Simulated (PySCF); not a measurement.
Gas-phase equilibrium of 1 mol GeCl4, 5.2 mol H2 at 600 K and 0.133 bar, among 17 species (GeH4, Ge2H6, GeH3Cl, HCl, GeCl3, H, H2, Ge3H8, GeHCl3, GeH3, GeCl4, Cl, Cl2, GeCl2, GeHCl, GeH2, GeH2Cl2). Only gases are allowed; each row takes one source of thermochemistry for all species, and Cantera finds the minimum.

Energies from PySCF, thermal terms from the rigid-rotor harmonic-oscillator model, ideal gas at 1 bar. † marks an energy on the PBE0/def2-TZVP geometry and frequencies; other levels use their own. The species in the table below are closed-shell singlets. Ge: all electrons, no relativistic terms. The harmonic model lacks anharmonicity and excited electronic states, which grow with temperature; levels with a mode under 35 cm⁻¹ are left out.

Molecules larger than those listed are left out, and so are free Ge atoms, whose spin-orbit terms are large.

Mole fractions:

| thermochemistry | x H2 | x GeCl4 | x HCl | x GeCl2 | x GeHCl3 | x GeH2Cl2 | x GeH3Cl |
|---|---|---|---|---|---|---|---|
| M06-2X/def2-TZVP† | 0.83 | 0.15 | 0.0087 | 0.0028 | 0.0032 | 3.6e-6 | 7.3e-10 |
| PBE/def2-SVP | 0.74 | 0.095 | 0.11 | 0.055 | 0.0025 | 3.7e-6 | 1.8e-9 |
| PBE0/def2-TZVP | 0.77 | 0.12 | 0.070 | 0.029 | 0.011 | 5.6e-5 | 5.9e-8 |
| LDA/def2-TZVP† | 0.80 | 0.13 | 0.037 | 0.0088 | 0.020 | 0.00016 | 4.4e-7 |
| ωB97M-V/def2-TZVP† | 0.79 | 0.13 | 0.055 | 0.025 | 0.0043 | 1.0e-5 | 6.4e-9 |
| ωB97X-V/def2-TZVP† | 0.81 | 0.14 | 0.026 | 0.0056 | 0.014 | 9.8e-5 | 1.6e-7 |
The most sensitive of these is GeH3Cl: it spans a factor of 10^2.8 over these rows; at this temperature one factor of ten is RT ln 10 = 11 kJ/mol.
